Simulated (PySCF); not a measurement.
Harmonic spectrum computed at PBE0 in the def2-SVP basis family (core potentials from Rb on, PySCF, no spin–orbit coupling):

```tsv
ω (cm⁻¹)	IR (km/mol, summed over degenerate members)	degeneracy
70	31.9	2
351	0.0	1
517	132	1
```

Which molecule gave it? In each, all ligands are bound to the one heavy central atom.
A. RuCl₂ (quintet)
B. PdCl₂ (triplet)
C. TcCl₂ (sextet)
D. CoCl₂ (quartet)
E. CuCl₂ (doublet)

D. It has D∞h symmetry with Co–Cl 2.102 Å (×2).
